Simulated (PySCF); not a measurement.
Level sweep

CH₇PSSi.
Numbering: `[CH3:1][S:2][SiH2:3][PH2:4]` (hydrogens: H5, H6, H7 on C1; H8, H9 on Si3; H10, H11 on P4)

PySCF, dipoles from the SCF density, polarisabilities from static response with core orbitals frozen. Isolated species at its PBE0-D3(BJ)/def2-SVP geometry (one conformer only).

Question: How do dipole and polarisability depend on functional and basis here?

Answer: 

| level | μ (D) | α (Å³) | anisotropy (Å³) |
| --- | --- | --- | --- |
| LDA/def2-SVPD | 1.814 | 14.32 | 6.47 |
| PBE/def2-SVPD | 1.760 | 14.06 | 6.34 |
| B3LYP/def2-SVPD | 1.775 | 13.71 | 6.01 |
| PBE0/def2-SVPD | 1.875 | 13.60 | 5.98 |
| BHandHLYP/def2-SVPD | 1.889 | 13.27 | 5.67 |
| CAM-B3LYP/def2-SVPD | 1.865 | 13.48 | 5.74 |
| wB97X-D/def2-SVPD | 1.970 | 13.45 | 5.78 |
| LC-wPBE/def2-SVPD | 2.025 | 13.13 | 5.52 |
| HF/def2-SVPD | 2.098 | 12.83 | 5.24 |
| PBE0/6-31G* | 2.292 | 11.07 | 5.70 |
| PBE0/6-31+G* | 2.211 | 12.23 | 5.29 |
| PBE0/def2-SVP | 2.017 | 11.28 | 5.72 |
| PBE0/aug-cc-pVDZ | 1.894 | 13.87 | 6.16 |
| PBE0/def2-TZVP | 1.827 | 12.85 | 6.26 |
| PBE0/def2-TZVPD | 1.816 | 13.88 | 6.17 |

The anisotropy is √(½[(α1 − α2)² + (α2 − α3)² + (α3 − α1)²]). The dipole runs from 1.76 D (PBE/def2-SVPD) to 2.29 D (PBE0/6-31G*). No reference polarisability is at hand; against PBE0 in the largest diffuse basis at hand (def2-TZVPD) the other PBE0 rows deviate by 6-31G* -20%, 6-31+G* -12%, def2-SVP -19%, def2-SVPD -2%, aug-cc-pVDZ 0%, def2-TZVP -7%. In one basis (def2-SVPD) the functionals order the polarisability from HF (lowest) to LDA (highest), a spread of 12%. With PBE0 the polarisability is 11.73 Å³ without diffuse functions (mean of 6-31G*, def2-SVP and def2-TZVP) and 13.39 Å³ with them (mean of 6-31+G*, def2-SVPD, aug-cc-pVDZ and def2-TZVPD).

Without π bonds the low states are Rydberg-like; a valence basis with one diffuse set may place them up to an eV too high.
